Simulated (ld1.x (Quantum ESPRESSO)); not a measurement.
**Ranking TM potentials for rubidium**

All share these settings but for the change named:

```
Element                 : Rb
Generator               : ld1.x (Quantum ESPRESSO) 7.5
Type                    : norm-conserving Troullier–Martins (Kleinman–Bylander form)
Functional              : PBE
Relativity              : non-relativistic
Frozen core             : [Ar] 3d10 4s2
Valence charge          : 7
Reference configuration : 4p6 4d0 5s0 5p0 (charge +1)
Partial waves           : 4p (bound): rc 2.20 bohr; 4d (bound, empty): rc 3.15 bohr; 5s (bound, empty): rc 4.10 bohr
Local potential         : the s channel
Core correction         : a·sin(br)/r model core inside 2.25 bohr
```

Test errors are all-electron minus pseudo excitation energies from the reference, over 4p6 4d0 5s1 5p0; 4p6 4d0 5s0.5 5p0; 4p6 4d0 5s0 5p1; 4p6 4d0.5 5s0.5 5p0; 4p5 4d0 5s1 5p0; 4p6 4d1 5s0 5p0. None of these files shows a bound ghost.

The base gives 284.7 meV.

Of 9 variants that were run, those that failed, showed a ghost or another fault, or gave nearly equal values are left out.

A variant can come out equal or close to the base, since the largest error may sit in a test that the change hardly touches while other tests move.

Q: Rank these variants by their largest absolute test error, smallest first.
A. all radii but the core radius scaled by about 1.32 (s 5.40, p 2.90, d 4.16 bohr)
B. all radii but the core radius scaled by about 0.83 (s 3.40, p 1.82, d 2.62 bohr)
C. all radii but the core radius scaled by about 1.41 (s 5.76, p 3.10, d 4.42 bohr)
D. all radii but the core radius scaled by about 1.24 (s 5.10, p 2.74, d 3.92 bohr)

A: C (115.4 meV), A (139.9 meV), D (184.1 meV), B (262.6 meV).
